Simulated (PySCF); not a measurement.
Gas-phase reaction: WO₃ + 6 F = WOF₄ + 2 FO

Method: PySCF energies plus ideal-gas RRHO corrections (1 bar). † marks an energy on the PBE0/def2-TZVP geometry and frequencies; other levels use their own. CCSD(T) freezes the core. Open shells (unrestricted): F (multiplicity 2), FO (multiplicity 2); the rest are closed-shell singlets. Spin-orbit splitting is ignored; it lowers the true energy and changes the entropy of F, FO. W: scalar-relativistic def2 core potential, no spin-orbit coupling. CCSD(T) isn't extrapolated to the basis-set limit. Warning, large T1 diagnostic: WO₃, WOF₄ (CCSD(T)/def2-SVP†).

CCSD(T)/def2-SVP† gives ΔH°(298 K) = -1216 kJ.

What do HF/def2-TZVP†, PBE/def2-TZVP†, PBE0/def2-TZVP give?

HF/def2-TZVP†: -757 kJ; PBE/def2-TZVP†: -1500 kJ; PBE0/def2-TZVP: -1351 kJ. For scale, ΔH°(298 K) is -1216 kJ at this level, -1392 kJ at ωB97M-V/def2-TZVP†, and runs from -1852 to -757 kJ over the 18 levels computed.
